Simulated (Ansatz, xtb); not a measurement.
Diatomic CSe+, multiplicity 2 (lowest of 2S+1 = 2, 4 at CCSD(T)/def2-TZVPP on PBE0 minima; our sources give no spin for the ground state, which may be another). No spin–orbit coupling. Se is treated without relativity. The T1 diagnostic near the minimum is 0.072, so single-reference values are doubtful.

Seven points along R, fitted to fifth degree in 1/R; most abundant isotopes. Runs in def2 and cc sets follow the lowest solution found near the PBE0 minimum.

Programs: Ansatz (Gaussian basis) for Hartree–Fock, density functionals and correlated methods; xtb for the GFN methods.  The GFN methods have no spin term and hold the electronic entropy of 300 K.

What bond length and harmonic frequency does GFN1-xTB give?

r_e = 1.628 Å, ω_e = 1279 cm⁻¹.

What bond length and harmonic frequency does GFN2-xTB give?

r_e = 1.604 Å, ω_e = 1271 cm⁻¹.

What bond length and harmonic frequency does PBE/def2-TZVPP give?

r_e = 1.642 Å, ω_e = 1106 cm⁻¹.

Ansatz is a program for electronic structure.
